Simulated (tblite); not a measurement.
C10H14O3S (measured compound), SMILES Cc1ccc(S(=O)(=O)OC(C)C)cc1 at step 1 of a GFN2-xTB optimisation (tblite, gas phase), coordinates in Å:

```
  1 C    -3.9122    0.8756   -1.9446
  2 C    -2.8400    0.3335   -1.0345
  3 C    -2.0008   -0.6956   -1.4681
  4 C    -0.9940   -1.1780   -0.6346
  5 C    -0.8357   -0.6241    0.6256
  6 S     0.4820   -1.2421    1.6781
  7 O     0.2176   -2.6302    1.8900
  8 O     0.6349   -0.3355    2.7736
  9 O     1.7971   -1.1332    0.7269
 10 C     2.4604    0.1269    0.5767
 11 C     2.8552    0.2739   -0.8921
 12 C     3.6859    0.1560    1.4882
 13 C    -1.6518    0.4006    1.0754
 14 C    -2.6524    0.8827    0.2349
 15 H    -3.5072    1.6967   -2.5452
 16 H    -4.2853    0.0978   -2.6084
 17 H    -4.7572    1.2503   -1.3698
 18 H    -2.1296   -1.1298   -2.4577
 19 H    -0.3529   -1.9880   -0.9740
 20 H     1.7820    0.9526    0.8414
 21 H     3.5040   -0.5448   -1.1954
 22 H     3.3708    1.2178   -1.0622
 23 H     1.9705    0.2402   -1.5209
 24 H     4.3525   -0.6730    1.2453
 25 H     4.2272    1.0963    1.3760
 26 H     3.3864    0.0402    2.5276
 27 H    -1.5167    0.8391    2.0642
 28 H    -3.2920    1.6936    0.5844
```

(1) What are the forces on the atoms (eV/Å)?

Results:

(1) 
```
  1 C     0.09   -0.09    0.14
  2 C    -0.06    0.11   -0.11
  3 C     0.10   -0.03    0.23
  4 C    -0.23    0.06   -0.16
  5 C     0.18    0.15   -0.12
  6 S    -0.17    0.21   -0.68
  7 O     0.39    0.20    0.15
  8 O     0.08   -0.11    0.28
  9 O    -0.39    0.04    0.12
 10 C     0.17   -0.07   -0.01
 11 C    -0.02   -0.07   -0.13
 12 C     0.11   -0.05    0.10
 13 C    -0.13    0.15   -0.14
 14 C     0.06   -0.09    0.11
 15 H    -0.10   -0.16    0.07
 16 H     0.12    0.06   -0.05
 17 H     0.09    0.07    0.02
 18 H    -0.01    0.15    0.26
 19 H    -0.08    0.26    0.25
 20 H    -0.08   -0.26    0.13
 21 H     0.03    0.02    0.10
 22 H    -0.04   -0.07    0.10
 23 H    -0.09    0.04   -0.02
 24 H    -0.08    0.10   -0.07
 25 H    -0.10   -0.10   -0.02
 26 H    -0.10    0.06   -0.04
 27 H     0.11   -0.29   -0.34
 28 H     0.16   -0.27   -0.18
```
